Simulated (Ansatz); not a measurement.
## A relaxation, step by step

BH$_{4}$ClO$_{3}$, closed shell, PBE-D4/def2-SVP (Ansatz 0.2.0). Settings:

```yaml
hamiltonian: {xc: pbe, dispersion: d4}
relax: {f_tol: 0.03, max_steps: 60, escape_saddle: false}
```

Start, the saddle point found with PBE0-D4 in triple zeta (not stationary at another level):

```csv
atom,x (Å),y (Å),z (Å)
B1,-0.2548,-0.0599,-0.2507
O2,1.1366,0.5778,-0.2013
O3,-0.3927,-1.2735,-0.8372
O4,-1.1956,0.9146,-0.3233
H5,1.2471,0.2694,0.8253
Cl6,0.2887,-0.5972,1.9826
H7,1.0426,1.5409,-0.2332
H8,0.2087,-1.9415,-0.5013
H9,-2.0807,0.5694,-0.4608
```

| step | energy less the last (meV) | largest force component (eV/Å) |
| --- | --- | --- |
| 1 | 414.9 | 0.676 |
| 3 | 376.9 | 0.119 |
| 5 | 371.2 | 0.186 |
| 7 (rejected trial) | 393.2 | 1.205 |
| 9 | 276.1 | 0.719 |
| 11 | 169.8 | 1.022 |
| 13 | 112.3 | 0.404 |
| 15 | 80.5 | 0.656 |
| 17 | 51.4 | 0.338 |
| 19 | 30.0 | 0.285 |
| 21 | 11.7 | 0.468 |
| 23 | 1.0 | 0.056 |
| 25 | 0.8 | 0.025 |
| 27 | 0.1 | 0.085 |
| 29 | 0.0 | 0.015 |

Step 3, positions (Å) and forces (eV/Å):

| atom | x | y | z | Fx | Fy | Fz |
| --- | --- | --- | --- | --- | --- | --- |
| B1 | -0.253 | -0.066 | -0.243 | -0.044 | -0.087 | 0.119 |
| O2 | 1.157 | 0.585 | -0.210 | 0.089 | 0.119 | -0.111 |
| O3 | -0.393 | -1.282 | -0.852 | 0.014 | -0.048 | -0.037 |
| O4 | -1.192 | 0.927 | -0.328 | -0.043 | 0.018 | -0.015 |
| H5 | 1.251 | 0.281 | 0.848 | -0.051 | -0.033 | 0.077 |
| Cl6 | 0.285 | -0.610 | 1.964 | 0.005 | 0.035 | -0.069 |
| H7 | 1.037 | 1.560 | -0.239 | -0.025 | -0.093 | 0.019 |
| H8 | 0.199 | -1.964 | -0.486 | -0.041 | 0.103 | 0.005 |
| H9 | -2.090 | 0.569 | -0.453 | 0.097 | -0.013 | 0.014 |

Step 13, positions (Å) and forces (eV/Å):

| atom | x | y | z | Fx | Fy | Fz |
| --- | --- | --- | --- | --- | --- | --- |
| B1 | -0.406 | -0.302 | 0.123 | 0.315 | 0.318 | -0.126 |
| O2 | 1.287 | 0.683 | -0.202 | 0.404 | -0.146 | -0.075 |
| O3 | -0.429 | -1.278 | -0.847 | -0.089 | -0.138 | 0.164 |
| O4 | -1.200 | 0.834 | -0.040 | -0.204 | -0.246 | 0.196 |
| H5 | 1.659 | 0.687 | 0.707 | -0.105 | 0.073 | -0.089 |
| Cl6 | 0.057 | -0.754 | 1.858 | -0.167 | -0.115 | 0.055 |
| H7 | 0.812 | 1.531 | -0.288 | -0.057 | 0.188 | 0.037 |
| H8 | 0.056 | -2.070 | -0.556 | -0.065 | 0.011 | -0.053 |
| H9 | -1.837 | 0.669 | -0.756 | -0.033 | 0.055 | -0.109 |

Step 17, positions (Å) and forces (eV/Å):

```
atom       x       y       z      Fx      Fy      Fz
  B1  -0.485  -0.387   0.168  -0.255   0.164   0.052
  O2   1.415   0.779  -0.238  -0.072   0.338  -0.044
  O3  -0.492  -1.325  -0.826   0.040  -0.031   0.007
  O4  -1.266   0.747   0.040  -0.094  -0.066  -0.195
  H5   1.687   0.815   0.701   0.031  -0.104   0.041
 Cl6   0.033  -0.808   1.863   0.003  -0.018  -0.054
  H7   0.839   1.574  -0.304   0.111  -0.232  -0.053
  H8  -0.003  -2.127  -0.579   0.052  -0.041   0.000
  H9  -1.728   0.733  -0.826   0.184  -0.009   0.248
```

Last step (29):

B1  (-0.632, -0.483, 0.197)
O2  (1.612, 1.069, -0.287)
O3  (-0.582, -1.414, -0.794)
O4  (-1.293, 0.702, 0.026)
H5  (1.776, 0.785, 0.633)
Cl6  (0.021, -0.817, 1.839)
H7  (0.791, 1.589, -0.180)
H8  (-0.056, -2.195, -0.548)
H9  (-1.637, 0.763, -0.885)
(Å)

Hardware: 4 CPU threads of an Arm Neoverse V2, shared host. Wall time about 22 s.
